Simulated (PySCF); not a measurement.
HfO2, SMILES [O]=[Hf]=[O], multiplicity 1.

Coordinates come from a B3LYP-D3(BJ)/def2-TZVP optimisation. The multiplicity is an assumed one; other spin states were not compared. The isomer is the one that the SMILES or the coordinates give; other isomers of the formula were not compared. The def2 effective core potentials stand for the cores of Hf; spin–orbit coupling is left out.

Two levels are set side by side: TDDFT-PBE/def2-TZVPD (PySCF) and TDDFT-PBE0/def2-TZVPD (PySCF). Vertical, same geometry. The lowest singlet is HOMO→LUMO 100 % with PBE and HOMO→LUMO 99 % with the other functional; states are paired by order. Differences are taken from unrounded values.

| quantity | TDDFT-PBE0 | TDDFT-PBE | TDDFT-PBE minus TDDFT-PBE0 |
|---|---|---|---|
| lowest singlet excitation (eV) | 1.90 | 1.21 | -0.69 |
| lowest triplet excitation (TDA) (eV) | 1.82 | 1.14 | -0.69 |

A lower first singlet is the usual sign of a functional without exact exchange. Differences between two approximate levels are no errors against the true value.

Rough cost on one machine, each run with all the roots and properties that it gave: TDDFT-PBE0 against TDDFT-PBE about 4 times.
